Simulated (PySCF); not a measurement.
Question: What does the PBE0-D3(BJ)/def2-SVP structure of `C(=C)[C@@H]1C[C@H]2C[C@@]2(C)C1` look like in three dimensions?

Answer: 
```xyz
23
C9H14 angstrom
C      3.2277   -0.1353   -0.0519
C      2.2735   -1.0167    0.2508
C      0.8321   -0.7260    0.5292
C     -0.1422   -1.5492   -0.3403
C     -1.4391   -0.7731   -0.2965
C     -1.9039   -0.2617    1.0392
C     -1.1343    0.6458    0.1193
C     -1.8123    1.8393   -0.4936
C      0.3649    0.7230    0.3524
H      4.2565   -0.4562   -0.2354
H      3.0256    0.9371   -0.1246
H      2.5458   -2.0786    0.3152
H      0.6570   -1.0179    1.5813
H     -0.2336   -2.5904    0.0109
H      0.2271   -1.5856   -1.3796
H     -2.1955   -0.9763   -1.0609
H     -1.4378   -0.6383    1.9550
H     -2.9731   -0.0575    1.1417
H     -2.8748    1.6361   -0.6960
H     -1.3343    2.1210   -1.4464
H     -1.7631    2.7132    0.1768
H      0.8296    1.1598   -0.5490
H      0.6423    1.3631    1.2065
```

Orientation and origin are arbitrary. Atoms count from 1 in this order. The 3-membered ring C5–C6–C7 has internal angles of 59.9° to 60.3°. The C–C distances run from 1.334 Å (C1=C2, drawn double) to 1.544 Å (C3–C4, drawn single), a spread of 0.210 Å. The 5-membered ring C3–C4–C5–C7–C9 has internal angles of 104.3° to 108.5°; it is puckered, 0.14 Å rms from its mean plane, widest ring torsion 31°. Of the pairs four or more bonds apart, H13···H17 is among the closest relative to their van der Waals radii: 2.16 Å, 90 % of the sum of Bondi's values.

Bonds between heavy atoms (Å): C1=C2 1.334, C2–C3 1.496, C3–C4 1.544, C4–C5 1.512, C5–C6 1.504, C6–C7 1.504, C7–C8 1.503, C7–C9 1.519, C3–C9 1.533, C5–C7 1.510.

Method: PySCF, PBE0-D3(BJ)/def2-SVP geometry optimisation, gas phase.

Point group: C1 (no symmetry element, even within 0.4 Å). No PBE0-D3(BJ)/def2-SVP frequencies stand behind this structure, so it isn't proved a minimum. One conformer, not necessarily the lowest (C1–C2–C3–C4 127°, C2–C3–C4–C5 -159°, C3–C4–C5–C6 -45°, C4–C5–C6–C7 96°, C5–C6–C7–C8 113°).
